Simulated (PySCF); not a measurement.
## Correlation energy of Ar⁺ (argon, charge +1)

[Ne] 3s2 3p4 4s1, high-spin 4P determinant (an excited configuration). Calculation: PySCF 2.14, in aug-cc-pwCVTZ; no relativity, point nucleus. Frozen: [Ne]; 7 electrons correlated.

| level | correlation energy (mhartree) |
| --- | --- |
| CCSD | -178.52 |
| (T) | -5.84 |
| CCSD(T) | -184.36 |

Diagnostics: T1 = 0.011, D1 = 0.0301, largest double amplitude 0.043.

Task: Is a single reference adequate?

Result: Yes: T1 lies below 0.03 and no double amplitude reaches 0.07.
